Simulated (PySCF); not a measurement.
Species: C5H5N2 (doublet state).
Cartesian coordinates in Å at the GFN2-xTB level; atoms count from 1:
```xyz
12
C5H5N2 angstrom
C      0.3389   -0.7381    1.5994
C     -0.0267    0.0411    0.6231
C     -1.4690    0.3511    0.2701
C     -1.8143   -0.3368   -0.9481
N     -2.0552   -0.8955   -1.9157
N      0.8787    0.7494   -0.1836
C      1.8927    0.2592   -0.7313
H      1.2563   -1.0139    2.0655
H     -1.5741    1.4273    0.1104
H     -2.1351    0.0232    1.0703
H      2.5338    0.9262   -1.2904
H      2.1752   -0.7940   -0.6957
```

The hyperfine couplings belong to this conformer and change with its torsions.

As a line formula: `[H]/[C]=C(/CC#N)N=C` [radical].

The calculation used UKS B3LYP, pcH-1 on C H N, non-relativistic, mean-field spin-orbit, GIAO (PySCF 2.14.0). Isolated species at its GFN2-xTB geometry (one conformer only). Couplings are sensitive to structure, and on GFN2-xTB geometries they can be far from those on DFT ones. The frame is twisted about the C2–N6 bond at this geometry (dihedral C1–C2–N6–C7 = 49°); couplings at other torsion angles weren't computed. No stability test was run, so a lower SCF solution isn't excluded.

Match the computed a_iso(1H) values +30.3, +10.9, +6.4, -1.9 MHz (means over equivalent nuclei) with the sites H8; H9/H10; H11; H12.

| site | a_iso (MHz) | ρ(0) (bohr⁻³) | position | distance from C1 (Å) | bound to | spin population there | largest \|T\| (MHz) |
| --- | --- | --- | --- | --- | --- | --- | --- |
| H8 | +30.3 | +0.0068 | 1 bond from C1 | 1.07 | C1 | +1.04 | 40.1 |
| H9/H10 | -1.9 | -0.0004 | 3 bonds from C1 | 2.95 | C3 | +0.03 | 6.1 |
| H11 | +10.9 | +0.0024 | 4 bonds from C1 | 3.99 | C7 | -0.03 | 2.6 |
| H12 | +6.4 | +0.0014 | 4 bonds from C1 | 2.94 | C7 | -0.03 | 5.7 |

ρ(0) is the spin density at the nucleus and T the dipolar tensor; entries for several nuclei are means. Largest spin populations (Mulliken): C1 (+1.04), C2 (-0.13) and N6 (+0.08). No atom but C1 exceeds +0.15.

Nuclei that the bonding pattern makes equivalent are averaged, as if the motion that swaps them (rotation, inversion, ring flip) were fast.
